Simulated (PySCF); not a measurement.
Correlation energy of Ni⁺ (nickel, charge +1)

[Ar] 3d9, 2D determinant. Computed with PySCF 2.14 in aug-cc-pVTZ (8s7p5d3f2g, 93 functions), with the non-relativistic Hamiltonian (point nucleus). Frozen: [Ar]; 9 electrons correlated.

| level | correlation energy (mhartree) |
| --- | --- |
| CCSD | -342.69 |
| (T) | -13.59 |
| CCSD(T) | -356.28 |

Diagnostics: T1 = 0.013, D1 = 0.0206, largest double amplitude 0.022.

Cost of the coupled-cluster step: of the order of 90 core-seconds, for 9 correlated electrons.
